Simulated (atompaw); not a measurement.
## Cutoff test, N, PAW (atompaw)

nitrogen (N), PAW, made with atompaw 4.2.0.5 (PBEsol, scalar-relativistic). Core [He], reference 2s1.5 2p3.5. Waves: 2s (bound): rc 2.10 bohr; 2s channel at -0.95 Ry: rc 1.15 bohr; 2p (bound): rc 2.10 bohr; 2p channel at 1.65 Ry: rc 2.10 bohr; 3d channel at 0.05 Ry: rc 2.10 bohr. Local part: ultrasoft scheme with l = 3 at 0 Ry, radius 1.45 bohr. Core correction: smooth core density matched at 1.65 bohr. Augmentation charge: besselshape compensation charge, radius 1.65 bohr; PAW radius 2.10 bohr; waves and projectors: custom rrkj vanderbiltortho.

The pseudo-atom Hamiltonian at the reference potential is diagonalised in spherical Bessel functions j_l(qr) that vanish at 20 bohr, with q² up to the cutoff. All-electron valence levels (Ry): 2s -1.3735, 2p -0.5331.

Problem. How do the lowest levels (Ry) of each channel move with the cutoff, and are there ghosts?

Solution.

```tsv
cutoff (Ry)	s #1	p #1	p #2	d #1	d #2	f #1	Σ f·Δε (mRy)
8	-1.3683	-0.4985	0.0379	0.0767	0.1810	0.1191	128.9
10	-1.3722	-0.5183	0.0374	0.0767	0.1810	0.1191	53.9
12	-1.3733	-0.5274	0.0372	0.0767	0.1810	0.1191	20.4
15	-1.3734	-0.5322	0.0369	0.0767	0.1810	0.1191	3.6
18	-1.3734	-0.5329	0.0367	0.0767	0.1810	0.1191	1.1
21	-1.3735	-0.5330	0.0366	0.0767	0.1810	0.1191	0.7
25	-1.3735	-0.5330	0.0365	0.0767	0.1810	0.1191	0.5
30	-1.3735	-0.5331	0.0365	0.0767	0.1810	0.1191	0.2
400	-1.3735	-0.5331	0.0365	0.0767	0.1810	0.1191	0.0
```

Result: no extra level below or beside the all-electron valence levels (s, p, d, f tested); 10 mRy is reached at 15 Ry and 1 mRy at 21 Ry.
